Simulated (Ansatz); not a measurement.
Frontier orbitals of CH5Cl3GaN (`C[NH2+][Ga-]([Cl])([Cl])[Cl]`).

```
atom    x (Å)    y (Å)    z (Å)
  C1  -1.3037  -0.1820  -0.5968
  N2  -0.1142  -0.7087   0.0959
 Ga3   1.3382   0.6879   0.5052
 Cl4   1.8375   1.3817  -1.4758
 Cl5   2.7976  -0.5669   1.4811
 Cl6   0.2615   2.0695   1.7650
  H7  -2.0360  -0.9682  -0.7853
  H8  -0.9886   0.2616  -1.5400
  H9  -1.7496   0.5959   0.0212
 H10  -0.3718  -1.1314   0.9836
 H11   0.3292  -1.4394  -0.4542
```

Charge 0, multiplicity 1. Correlated methods include outer-core shells of Ga, which these sets cover unevenly. Scalar relativity is left out up to krypton. The geometry is a stationary point of PBE0-D4/def2-TZVP. It is one conformer, not always the lowest. Basis def2-TZVPP, Ansatz 0.2.0.

```json
{"functional": "BLYP", "HOMO (eV)": "-6.93", "LUMO (eV)": "-1.37"}
```

(1) Give HOMO and LUMO (eV) with LDA (SPW92), PBE, revPBE, r2SCAN, B97M-V, PBE0, B3LYP, r2SCANh, r2SCAN0, HSE06 (plane-wave form), BHLYP, CAM-B3LYP, LC-ωPBE, ωB97X-V, ωB97M-V. (Best estimate.)

## Answers

(1) Ansatz gave: 
```
             functional    HOMO   LUMO
            LDA (SPW92)   -7.26  -1.69
                    PBE   -7.11  -1.41
                 revPBE   -7.05  -1.28
                 r2SCAN   -7.49  -1.01
                 B97M-V   -7.57  -1.13
                   PBE0   -8.54  -0.47
                  B3LYP   -8.24  -0.80
                r2SCANh   -8.01  -0.68
                r2SCAN0   -8.79  -0.19
HSE06 (plane-wave form)   -8.13  -0.84
                  BHLYP   -9.80   0.30
              CAM-B3LYP   -9.90   0.41
                LC-ωPBE  -11.38   1.74
                ωB97X-V  -10.98   1.53
                ωB97M-V  -10.81   1.14
```

B3LYP here is the variant with VWN-RPA as its local correlation; programs differ in this. LC-ωPBE has ω = 0.4 bohr⁻¹. Positive LUMOs are unbound and depend on the basis.
